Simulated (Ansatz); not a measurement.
C2H7NSi can be A, `C=NC[SiH3]`, or B, `C/C=N\[SiH3]`.

Calculated with Ansatz (gas phase, PBE0-D4/def2-TZVP geometries, no zero-point term in ΔE). CCSD(T)/CBS adds triple-zeta CCSD(T) − MP2 to the extrapolated MP2 energy (def2 sets, frozen cores). Functionals use def2-TZVPP. B3LYP here is the variant with VWN-RPA as its local correlation; programs differ in this. One conformer a species, not always the lowest.

Problem. Which isomer does CCSD(T)/CBS put lower? Give the gap. (Best estimate.)

Solution. Computed: B, by 18.2 kcal/mol.

Problem. Give E(B) − E(A) in kcal/mol with CCSD(T)/def2-TZVPP, CCSD(T)/def2-SVP, MP2/def2-TZVPP, B3LYP, CCSD/def2-TZVPP, PBE0-D4, B2PLYP. (Best estimate.)

Solution. Computed: CCSD(T)/def2-TZVPP -17.7, CCSD(T)/def2-SVP -15.2, MP2/def2-TZVPP -18.6, B3LYP -18.7, CCSD/def2-TZVPP -18.0, PBE0-D4 -18.0, B2PLYP -18.8. None reverses the order clearly.

Problem. Does the order hold for the free energy at 298.15 K (harmonic terms from PBE0-D4)? (An estimate is asked.)

Solution. Computed: Yes: G(B) − G(A) = -18.2 kcal/mol, for one conformer each.

Largest T1 diagnostic: 0.013.

Leaving LDA and LC-ωPBE aside and taking each functional with its dispersion term where it has one, the values, not all of them listed here, spread over 2.7 kcal/mol, from BHLYP-D4 to revPBE-D4. In def2-TZVPP, CCSD(T) changes the Hartree–Fock value by +3.0 kcal/mol (the triples alone add +0.3 kcal/mol) and MP2 by +2.1 kcal/mol.
